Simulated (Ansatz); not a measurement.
MO3F with several metals: binding per atom (eV) at several levels, gas phase, relaxed structures; Ansatz. Core potentials for Re, Tc in the def2 sets, no spin–orbit coupling. Binding counts from free atoms in the multiplicity of their measured ground term, without zero-point energy. The structures are stationary points that may keep the symmetry of their start. Correlated methods freeze inner cores and use unrestricted references for open shells. Remarks come from the PBE and PBE0 runs and from stability tests at other levels; not every state was tested.

| species | state | geometry | PBE-D4/def2-SVP | PBE-D4/def2-TZVP | r2SCAN-D4/def2-TZVP | PBE0-D4/def2-SVP | CAM-B3LYP-D4/def2-TZVP | RPA@PBE/def2-TZVP | remarks |
| --- | --- | --- | --- | --- | --- | --- | --- | --- | --- |
| ReO3F | singlet | PBE0-D4/def2-SVP | 5.29 | 5.30 | 4.94 | 4.60 | 4.69 | 4.43 | – |
| TcO3F | singlet | r2SCAN-D4/def2-SVP | 5.12 | 5.04 | 4.63 | 4.31 | 4.27 | 4.10 | restricted SCF unstable in HF |
| MnO3F | singlet | B3LYP-D4/def2-SVP | 4.18 | 4.10 | 3.60 | 2.88 | 2.91 | 2.94 | restricted SCF unstable in HF |
